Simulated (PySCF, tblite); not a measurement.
Isomers of C5H7O2P. Calculated harmonic vibrations of the isolated species, GFN2-xTB (tblite), most abundant isotopes, no scaling. The method is semi-empirical: single wavenumbers can be off by several per cent or more. Modes of hydrogen on phosphorus can be 10 to 20 % off. One conformer each.

Electronic energies: PBE0-D3(BJ)/def2-SVP at its own geometries (PySCF, gas phase).

| SMILES | electronic energy, lowest = 0 (kcal/mol) |
| --- | --- |
| OCPc1ccco1 | 5.6 |
| C#C[P@@](C)(=O)C(C)=O | 25.1 |
| COc1cpc(C)o1 | 0.0 |
| COc1ocpc1C | 3.1 |

Task: How do GFN2-xTB zero-point energies change the relative energies?

Result: 
| SMILES | ZPE (kcal/mol) | of it from modes above 1550 cm⁻¹ | electronic (kcal/mol) | with ZPE, lowest = 0 (kcal/mol) | lowest mode (cm⁻¹) | rings |
| --- | --- | --- | --- | --- | --- | --- |
| COc1cpc(C)o1 | 69.9 | 32.5 | 0.0 | 0.0 | 82 | 1 |
| COc1ocpc1C | 69.8 | 32.5 | 3.1 | 3.1 | 26 | 1 |
| OCPc1ccco1 | 68.3 | 30.2 | 5.6 | 4.0 | 34 | 1 |
| C#C[P@@](C)(=O)C(C)=O | 65.9 | 36.3 | 25.1 | 21.1 | 27 | 0 |

The zero-point energies span 4.0 kcal/mol, from `C#C[P@@](C)(=O)C(C)=O` to `COc1cpc(C)o1`. The order is unchanged.

Task: And how do the electronic energies of GFN2-xTB itself compare?

Result: `COc1cpc(C)o1` 0.0; `COc1ocpc1C` 1.9; `OCPc1ccco1` 10.8; `C#C[P@@](C)(=O)C(C)=O` 20.3 kcal/mol, lowest = 0. Against the energies above, taken from the same isomer `COc1cpc(C)o1`, the largest difference is 5.2 kcal/mol. The two levels were optimised apart and needn't hold the same conformer.

Task: What do entropy and thermal enthalpy add at 298.15 K and 1 bar (rigid rotor, harmonic oscillator, one conformer each)?

Result: 
| SMILES | point group | symmetry number | S (cal/(mol K)) | H − H(0) (kcal/mol) | ZPE + H − H(0) − TS (kcal/mol) |
| --- | --- | --- | --- | --- | --- |
| COc1cpc(C)o1 | Cs | 1 | 91.1 | 6.00 | 48.7 |
| COc1ocpc1C | C1 | 1 | 93.9 | 6.12 | 47.9 |
| OCPc1ccco1 | C1 | 1 | 91.9 | 5.84 | 46.8 |
| C#C[P@@](C)(=O)C(C)=O | C1 | 1 | 103.0 | 7.41 | 42.6 |
